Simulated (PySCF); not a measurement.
A structure optimised at B3LYP-D3(BJ)/def2-SVP, used in a PySCF frequency run:

```
C
C 1 1.3409
H 2 1.0903 1 120.62
Cl 2 1.7237 3 115.64 1 180.00
Cl 1 1.7251 2 123.85 3 180.00
Cl 1 1.7361 2 120.28 3 0.00
```
Charge 0, spin multiplicity 1.

Question: Write its SMILES, formula and point group.

Answer: ClC=C(Cl)Cl, C2HCl3, Cs

Question: What are its rotational constants (standard atomic weights)?

Answer: 3.8202, 1.4860, 1.0698 GHz
